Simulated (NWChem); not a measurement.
Species: C$_{2}$H$_{7}$Sb; SMILES [CH3][SbH][CH3]

Program: NWChem. Structure relaxed at the PBE0/def2-SVP level. No frequency run checked for a minimum. def2 effective core potentials on Sb; no spin-orbit coupling. B3LYP is NWChem's, with the RPA form of VWN correlation. Ions are spin-unrestricted doublets at the neutral geometry; other ion states weren't tried.

For level B3LYP/def2-SVP:

| Quantity | Result |
|---|---|
| −ε(HOMO) (eV) | 6.44 |

**Question.** Estimate the same quantities for level PBE/def2-SVP.

**Answer.** 
| Property | Result |
|---|---|
| −ε(HOMO) (eV) | 5.61 |
